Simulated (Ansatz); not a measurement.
Geometry optimisation, RKS PBE0/def2-mTZVP in Ansatz 0.2.0.

The input (input.yaml):

```yaml
crystal:
  periodic: [false, false, false]
  atoms:
    - { symbol: Si, position_ang: [-0.7919, 1.4189, 0.091] }
    - { symbol: B, position_ang: [-0.8575, -0.3056, -0.7214] }
    - { symbol: C, position_ang: [0.4305, -1.1824, -0.7264] }
    - { symbol: In, position_ang: [1.4158, -0.5525, 1.0587] }
    - { symbol: H, position_ang: [0.4861, 1.7257, 0.6409] }
    - { symbol: H, position_ang: [-1.1383, 2.4845, -0.9533] }
    - { symbol: H, position_ang: [-1.8327, 1.5298, 1.141] }
    - { symbol: H, position_ang: [-1.7853, -0.6756, -1.2768] }
    - { symbol: H, position_ang: [0.7852, -1.3672, -1.7142] }
    - { symbol: H, position_ang: [0.265, -2.1431, -0.1715] }
    - { symbol: H, position_ang: [0.7155, -0.7168, 2.293] }
    - { symbol: H, position_ang: [2.3846, -0.2706, 0.3732] }
basis:
  gaussian: { orbitals: def2-mTZVP }
hamiltonian:
  xc: pbe0
relax:
  f_tol: 0.02
  max_steps: 50
```

Launched with:

```bash
$ ansatz run input.yaml --threads 2 --pin off --max-ram 3072MiB --backend cpu --events-out ev --progress --plain --runs-dir out
```

Question: Where does it end, and by what steps?

Answer: The forces met the threshold. After 20 steps the energy has fallen by 6.405 eV; H8 moved furthest, 1.49 Å. The start is strongly strained (largest force component 16 eV/Å).

```csv
step,energy less start (eV),largest force component (eV/Å),accepted
0,0.0000,15.841,yes
1,-3.3613,6.300,yes
2,-4.7624,2.744,yes
3,-5.4633,0.908,yes
4,-5.7919,0.546,yes
5,-5.9181,0.833,yes
6,-5.9822,1.002,yes
7,-6.0728,0.642,yes
8,-6.1579,0.804,yes
9,-6.2423,0.872,yes
10,-6.3012,0.804,yes
11,-6.3419,1.495,yes
12,-6.3818,0.486,yes
13,-6.3194,0.708,no
14,-6.3973,0.187,yes
15,-6.4003,0.081,yes
16,-6.4010,0.103,yes
17,-6.4040,0.050,yes
18,-6.4047,0.023,yes
19,-6.4052,0.027,yes
20,-6.4054,0.020,yes
```

```xyz
12
Properties=species:S:1:pos:R:3
Si -0.888 1.454 -0.083
B -0.978 -0.541 -0.411
C 0.204 -1.176 -1.050
In 1.218 -0.625 0.970
H 0.340 1.613 0.834
H -0.532 2.308 -1.253
H -1.984 2.102 0.688
H -1.827 -1.200 0.118
H 0.895 -0.634 -1.696
H 0.253 -2.254 -1.209
H 0.550 -0.978 2.513
H 2.826 -0.124 0.614
```

The run took 36 s on 2 threads of AMD EPYC 9R45 96-Core Processor (Zen 5), with other jobs on the host, peak memory 0.32 GiB.
